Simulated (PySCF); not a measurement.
1,3-oxasiletane-2,4-dione (C2H2O3Si), SMILES O=C1OC(=O)[SiH2]1.

Geometry optimised at TPSSh-D3(BJ)/def2-SVP.

The numbers are results of SMD-ωB97X/def2-SVP (PySCF), not measurements.

Solvation free energies are E(SMD) − E(gas) at the gas-phase geometry, for 1 M in both phases. In vacuum the dipole moment is 4.15 D.

### Question
Estimate the solvation free energies in water, benzene, ethylethanoate. (An estimate is asked for; the answer gives what the named calculation found.)

### Answer

```tsv
solvent	ΔG(solv) (kcal/mol)	its non-electrostatic (CDS) part	dipole (D)
water	-4.6	5.7	5.42
benzene	-3.8	-1.0	4.58
ethylethanoate	-6.2	-1.3	4.88
```
